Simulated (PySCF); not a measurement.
## Functional benchmark on one molecule

Molecule: (CH3CH2)3CF (SMILES CCC(F)(CC)CC).

Geometry (Å), atoms numbered from 1 in this order:
```xyz
23

C     2.6936    0.4151    0.7839
C     1.7230   -0.1762   -0.2242
C     0.2816   -0.2982    0.2668
F     0.3097   -1.1279    1.3961
C    -0.5719   -1.0102   -0.7811
C    -2.0071   -1.2801   -0.3623
C    -0.3156    1.0215    0.7493
C    -0.4621    2.0979   -0.3128
H     2.6260   -0.1220    1.7414
H     2.4960    1.4803    0.9787
H     3.7296    0.3355    0.4227
H     1.7284    0.4088   -1.1585
H     2.0517   -1.1916   -0.5003
H    -0.5436   -0.4242   -1.7145
H    -0.0678   -1.9643   -1.0067
H    -2.5950   -0.3543   -0.2675
H    -2.5168   -1.9171   -1.1002
H    -2.0329   -1.7979    0.6078
H     0.3115    1.3863    1.5775
H    -1.2945    0.7960    1.2002
H    -0.8996    3.0110    0.1174
H     0.5075    2.3776   -0.7535
H    -1.1203    1.7779   -1.1356
```

Geometry PBE0-D3(BJ)/def2-SVP throughout; GIAO in PySCF, gas phase, one conformer, non-relativistic; equivalent atoms averaged; basis pcSseg-1.

Reference values (measured; G. Saielli, R. Bini, A. Bagno, Computational 19F NMR. 2. Organic compounds, RSC Adv. 2014, ESI (exp. from Berger-Braun-Kalinowski 1994 and Everett 1995)): δ(F4) = -156.2 ppm vs CFCl3. Computed shifts are taken against CFCl3, calculated as an isolated molecule at each level.

Problem. How do the functionals OPBE, KT2, B97-D, PBE0, mPW1PW91, B97-2, BHandHLYP, CAM-B3LYP, wB97X-D perform against the reference? Times are CPU seconds on shared hosts with different chips, so compare them loosely; the GGAs took longer than the global hybrids here, which isn't the general rule, and the cause wasn't traced.

Solution. 
```tsv
functional	kind	F4	abs. error F	core-s
OPBE	GGA	-196.4	40.2	46
KT2	GGA	-207.8	51.6	47
B97-D	GGA	-198.5	42.3	43
PBE0	global hybrid	-186.6	30.4	35
mPW1PW91	global hybrid	-186.4	30.2	35
B97-2	global hybrid	-186.1	29.9	32
BHandHLYP	global hybrid	-174.1	17.9	32
CAM-B3LYP	range-separated hybrid	-179.7	23.5	49
wB97X-D	range-separated hybrid	-180.6	24.4	47
```

For 19F the closest is BHandHLYP (17.9 ppm) and the furthest KT2 (51.6 ppm). One molecule is a small sample, and vibrational and solvent effects are absent from the calculation.
